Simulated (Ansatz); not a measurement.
CH$_{4}$Cl$_{2}$OTi, SMILES `[CH3][Ti]([OH])([Cl])[Cl]`. The species carries charge 0 and has multiplicity 1. All single points use the PBE0-D4/def2-TZVP geometry. It is one conformer, not always the lowest.

```xyz
9

C     0.803   -0.648    0.853
Ti   -0.660    0.285   -0.211
O     0.122    0.814   -1.689
Cl   -2.213   -1.228   -0.557
Cl   -1.345    1.954    1.041
H     1.607    0.068    1.044
H     0.383   -1.007    1.796
H     1.182   -1.487    0.263
H     0.120    1.249   -2.540
```

Task: What is the dipole moment at r2SCAN/def2-TZVPP? (Best estimate.)

Result: Computed: 2.39 D, with components (1.67, 0.40, -1.67) D in this frame, pointing from negative to positive charge.

Task: And with PBE, B3LYP, ωB97M-V? (Estimate.)

Result: Ansatz gave: PBE 2.33 D, B3LYP 2.34 D, ωB97M-V 2.42 D.

Task: Give the Mulliken charges with r2SCAN, ωB97M-V, B3LYP in def2-TZVPP. (An estimate is asked.)

Result: The calculation gave: 
| atom | r2SCAN | ωB97M-V | B3LYP |
| --- | --- | --- | --- |
| C1 | -0.38 | -0.46 | -0.46 |
| Ti2 | 0.86 | 0.72 | 0.87 |
| O3 | -0.48 | -0.44 | -0.48 |
| Cl4 | -0.25 | -0.20 | -0.25 |
| Cl5 | -0.25 | -0.20 | -0.25 |
| H6 | 0.09 | 0.14 | 0.12 |
| H7 | 0.10 | 0.14 | 0.12 |
| H8 | 0.09 | 0.14 | 0.12 |
| H9 | 0.21 | 0.18 | 0.20 |

B3LYP here is the variant with VWN-RPA as its local correlation; programs differ in this.
